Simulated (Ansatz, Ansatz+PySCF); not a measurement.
```xyz
4

N     0.0000    0.0000   -0.1308
H     0.0000    0.0000    0.9159
B    30.0000    0.0000   -0.7514
H    30.0000    0.0000    3.7571
```

Basis set: 6-31G (spherical functions). Left uncorrelated: 2 orbitals. Charge 0, multiplicity 3.

Computed with Ansatz (development build ahead of 0.2.0); each method stands on the lowest determinant of its kind that the runs found.

The atomization energy at this shape (free ground-state atoms in the same class of orbitals less the molecule, no zero-point energy) of triplet BNH₂ in separate pieces:

```tsv
method	atomization energy
UHF-MP2	55.83 kcal/mol
UHF	37.41 kcal/mol
```

Problem. What does UHF-CCSD(T) give?

Solution. 59.60 kcal/mol. Caution: the shape is not the minimum; the unrestricted determinant is a mixture of spin states.

This basis has no polarisation functions and is too small for such energies, which can lie far from measured ones in either direction.
